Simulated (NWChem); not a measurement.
Everything below was run with NWChem. System: Bi, charge 0, spin multiplicity 4. Its SCF solution wasn't tested for a lower state. Level: UB3LYP/def2-TZVPD with def2 effective core potentials on Bi, VWN1-RPA local correlation.

Job file:

```
start mol
memory heap 200 mb stack 900 mb global 1100 mb
geometry units angstroms nocenter noautoz
  Bi     0.000000     0.000000     0.000000
  symmetry group D2h
end
basis spherical
  * library def2-tzvpd
end
ecp
  Bi library def2-ecp
end
dft
  xc b3lyp
  odft
  mult 4
  semidirect memsize 60000000 filesize 0
  iterations 100
end
task dft energy
```

NWChem printed:

```
             Northwest Computational Chemistry Package (NWChem) 7.3.0
             --------------------------------------------------------

                                NWChem Input Module
                                -------------------

 Scaling coordinates for geometry "geometry" by  1.889725989
 (inverse scale =  0.529177249)

                             Geometry "geometry" -> ""
                             -------------------------

 Output coordinates in angstroms (scale by  1.889725989 to convert to a.u.)

  No.       Tag          Charge          X              Y              Z
 ---- ---------------- ---------- -------------- -------------- --------------
    1 Bi                  83.0000     0.00000000     0.00000000     0.00000000

 Effective nuclear repulsion energy (a.u.)       0.0000000000

            Nuclear Dipole moment (a.u.)
            ----------------------------
        X                 Y               Z
 ---------------- ---------------- ----------------
     0.0000000000     0.0000000000     0.0000000000

      Symmetry information
      --------------------

 Group name             D2h
 Group number             26
 Group order               8
 No. of unique centers     1

      Symmetry unique atoms

     1


 Summary of "ao basis" -> "" (spherical)
 ------------------------------------------------------------------------------
       Tag                 Description            Shells   Functions and Types
 ---------------- ------------------------------  ------  ---------------------
 *                         def2-tzvpd                 on all atoms

                                 NWChem DFT Module
                                 -----------------

 Summary of "ao basis" -> "ao basis" (spherical)
 ------------------------------------------------------------------------------
       Tag                 Description            Shells   Functions and Types
 ---------------- ------------------------------  ------  ---------------------
 Bi                        def2-tzvpd               18       56   7s5p4d2f

 Summary of "ao basis" -> "ao basis" (spherical)
 ------------------------------------------------------------------------------
       Tag                 Description            Shells   Functions and Types
 ---------------- ------------------------------  ------  ---------------------
 Bi                        def2-tzvpd               18       56   7s5p4d2f

      Symmetry analysis of basis
      --------------------------

        ag         15
        au          2
        b1g         4
        b1u         9
        b2g         4
        b2u         9
        b3g         4
        b3u         9

            General Information
            -------------------
          SCF calculation type: DFT
          Wavefunction type:  spin polarized.
          No. of atoms     :     1
          No. of electrons :    23
           Alpha electrons :    13
            Beta electrons :    10
          Charge           :     0
          Spin multiplicity:     4
          Use of symmetry is: on ; symmetry adaption is: on
          Maximum number of iterations: 100
          AO basis - number of functions:    56
                     number of shells:    18
          Convergence on energy requested:  1.00D-06
          Convergence on density requested:  1.00D-05
          Convergence on gradient requested:  5.00D-04

              XC Information
              --------------
                         B3LYP Method XC Potential
[...]
   Bfn.  Coefficient  Atom+Function         Bfn.  Coefficient  Atom+Function
  ----- ------------  ---------------      ----- ------------  ---------------
    17      0.566096  1 Bi px                11     -0.464306  1 Bi px
    14      0.328323  1 Bi px                20      0.297420  1 Bi px
     8      0.100265  1 Bi px

 Vector   13  Occ=1.000000D+00  E=-2.153397D-01  Symmetry=b2u
              MO Center=  2.9D-34,  3.9D-21, -5.4D-32, r^2= 2.9D+00
   Bfn.  Coefficient  Atom+Function         Bfn.  Coefficient  Atom+Function
  ----- ------------  ---------------      ----- ------------  ---------------
    18      0.566096  1 Bi py                12     -0.464306  1 Bi py
    15      0.328323  1 Bi py                21      0.297420  1 Bi py
     9      0.100265  1 Bi py

 Vector   14  Occ=0.000000D+00  E= 2.275451D-03  Symmetry=ag
              MO Center=  6.0D-19,  1.8D-19,  6.6D-19, r^2= 9.8D+00
   Bfn.  Coefficient  Atom+Function         Bfn.  Coefficient  Atom+Function
  ----- ------------  ---------------      ----- ------------  ---------------
     7      1.717041  1 Bi s                  6     -1.120244  1 Bi s
     3      0.294801  1 Bi s                  5     -0.243201  1 Bi s
     2     -0.163640  1 Bi s                  4      0.063501  1 Bi s
     1      0.042847  1 Bi s

 Vector   15  Occ=0.000000D+00  E= 6.753242D-02  Symmetry=ag
              MO Center=  9.5D-15,  4.3D-15, -3.2D-14, r^2= 9.3D+00
   Bfn.  Coefficient  Atom+Function         Bfn.  Coefficient  Atom+Function
  ----- ------------  ---------------      ----- ------------  ---------------
    40      0.962639  1 Bi d  0              25     -0.145680  1 Bi d  0
    30      0.060551  1 Bi d  0              35      0.033178  1 Bi d  0

 Vector   16  Occ=0.000000D+00  E= 6.753244D-02  Symmetry=b3g
              MO Center= -5.9D-27, -5.0D-23, -1.2D-23, r^2= 9.3D+00
   Bfn.  Coefficient  Atom+Function         Bfn.  Coefficient  Atom+Function
  ----- ------------  ---------------      ----- ------------  ---------------
    39      0.962639  1 Bi d -1              24     -0.145680  1 Bi d -1
    29      0.060551  1 Bi d -1              34      0.033178  1 Bi d -1

                     DFT Final Beta Molecular Orbital Analysis
                     -----------------------------------------

 Vector    8  Occ=1.000000D+00  E=-1.048651D+00  Symmetry=b3g
              MO Center= -4.4D-30,  2.9D-28, -4.8D-28, r^2= 4.9D-01
   Bfn.  Coefficient  Atom+Function         Bfn.  Coefficient  Atom+Function
  ----- ------------  ---------------      ----- ------------  ---------------
    24      0.911080  1 Bi d -1              29      0.139068  1 Bi d -1

 Vector    9  Occ=1.000000D+00  E=-1.048651D+00  Symmetry=b2g
              MO Center=  4.6D-28, -7.3D-30, -7.8D-28, r^2= 4.9D-01
   Bfn.  Coefficient  Atom+Function         Bfn.  Coefficient  Atom+Function
  ----- ------------  ---------------      ----- ------------  ---------------
    26      0.911080  1 Bi d  1              31      0.139068  1 Bi d  1

 Vector   10  Occ=1.000000D+00  E=-5.238318D-01  Symmetry=ag
              MO Center= -1.2D-18, -4.4D-19,  5.2D-19, r^2= 1.5D+00
   Bfn.  Coefficient  Atom+Function         Bfn.  Coefficient  Atom+Function
  ----- ------------  ---------------      ----- ------------  ---------------
     5      0.881057  1 Bi s                  3     -0.756672  1 Bi s
     2      0.457300  1 Bi s                  6      0.410864  1 Bi s
     4     -0.279102  1 Bi s                  1     -0.120570  1 Bi s

 Vector   11  Occ=0.000000D+00  E=-1.112802D-01  Symmetry=b2u
              MO Center=  3.0D-32,  5.5D-21,  9.9D-32, r^2= 3.4D+00
   Bfn.  Coefficient  Atom+Function         Bfn.  Coefficient  Atom+Function
  ----- ------------  ---------------      ----- ------------  ---------------
    21     -0.445204  1 Bi py                18     -0.436171  1 Bi py
    12      0.433802  1 Bi py                15     -0.322061  1 Bi py
     9     -0.093587  1 Bi py

 Vector   12  Occ=0.000000D+00  E=-1.112802D-01  Symmetry=b3u
              MO Center=  5.3D-21,  7.9D-32, -4.6D-33, r^2= 3.4D+00
   Bfn.  Coefficient  Atom+Function         Bfn.  Coefficient  Atom+Function
  ----- ------------  ---------------      ----- ------------  ---------------
    20     -0.445204  1 Bi px                17     -0.436171  1 Bi px
    11      0.433802  1 Bi px                14     -0.322061  1 Bi px
     8     -0.093587  1 Bi px

 Vector   13  Occ=0.000000D+00  E=-1.112802D-01  Symmetry=b1u
              MO Center= -1.3D-32,  1.0D-33,  1.7D-20, r^2= 3.4D+00
   Bfn.  Coefficient  Atom+Function         Bfn.  Coefficient  Atom+Function
  ----- ------------  ---------------      ----- ------------  ---------------
    22     -0.445204  1 Bi pz                19     -0.436171  1 Bi pz
    13      0.433802  1 Bi pz                16     -0.322061  1 Bi pz
    10     -0.093587  1 Bi pz

   alpha - beta orbital overlaps
   -----------------------------

   alpha      1      2      3      4      5      6      7      8      9     10
    beta      1      2      3      4      5      6      7      9      8     10
 overlap   1.000  1.000  1.000  1.000  1.000  1.000  1.000  1.000  1.000  1.000

   alpha     11     12     13     14     15     16     17     18     19     20
    beta     13     12     11     14     15     18     19     17     16     20
 overlap   0.996  0.996  0.996  1.000  0.997  0.997  0.997  0.997  0.997  0.995

   alpha     21     22     23     24     25     26     27     28     29     30
    beta     21     22     23     24     25     27     26     28     29     30
 overlap   0.995  0.995  0.997  0.997  0.997  0.997  0.997  0.999  1.000  1.000

   alpha     31     32     33     34     35     36     37     38     39     40
    beta     32     31     33     34     35     36     37     38     39     40
 overlap   1.000  1.000  1.000  1.000  1.000  1.000  1.000  1.000  1.000  1.000

   alpha     41     42     43     44     45     46     47     48     49     50
    beta     41     42     43     44     45     46     47     48     49     50
 overlap   1.000  1.000  1.000  1.000  1.000  1.000  1.000  1.000  1.000  1.000

   alpha     51     52     53     54     55     56
    beta     51     52     53     54     55     56
 overlap   1.000  1.000  1.000  1.000  1.000  1.000

     --------------------------
     Expectation value of S2:
     --------------------------
      <S2> =      3.7511 (Exact =     3.7500)

 Task  times  cpu:        1.5s     wall:        1.5s

 Total times  cpu:        1.6s     wall:        1.6s
```
